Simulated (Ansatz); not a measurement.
Ideal-gas functions of CH5BNO (`CO[B]N`) radical at 298.15 K and 1 bar, from an Ansatz frequency run at PBE0-D4/def2-TZVP.

Molar mass 57.87 g/mol, point group Cs (symmetry number 1), electronic degeneracy 2, moments of inertia 9.069, 125.017, 130.905 u Å². Harmonic wavenumbers (cm⁻¹, unscaled): 76, 147, 244, 407, 449, 533, 844, 1069, 1168, 1188, 1248, 1427, 1490, 1495, 1517, 1609, 3037, 3117, 3118, 3577, 3733.

Use S(trans) = R[1.5 ln M + 2.5 ln T − 1.1517]; rotational temperatures θ = 24.2544 K / I; S(rot) = R[ln(√π/σ · √(T³/θAθBθC)) + 1.5]; for each mode x = 1.438777 ν̃/T, S = R[x/(eˣ − 1) − ln(1 − e⁻ˣ)] and H = RT x/(eˣ − 1); 1 cm⁻¹ = 0.0119627 kJ/mol; R = 8.31446 J/(mol·K).

By hand: the entropy, in J/(mol·K).

Translation 159.5. Rotation: θ = 2.6744, 0.194, 0.1853 K, giving 98.0. Vibration, mode by mode: 16.70, 11.34, 7.42, 3.92, 3.34, 2.43, 0.73, 0.30, 0.20, 0.18, 0.14, 0.07, 0.05, 0.05, 0.05, 0.03, 0.00, 0.00, 0.00, 0.00, 0.00, in all 46.9. Electronic 5.8. Sum 310.2 J/(mol·K).

By hand: H − E and G − E in kJ/mol, counted from the electronic energy.

Zero-point energy ½ × 31493 × 0.0119627 = 188.4; thermal vibration 7.5; translation, rotation and pV give 4 RT = 9.9. H − E = 205.8 kJ/mol, and G − E = 205.8 − 298.15 × 310.2/1000 = 113.3 kJ/mol.

Vibration gives 15 % of the entropy, 28.0 J/(mol·K) of it from the modes under 150 cm⁻¹: soft modes count most, and the harmonic formula is weakest for them. The sum counts one conformer and one mirror image; others add a mixing term.
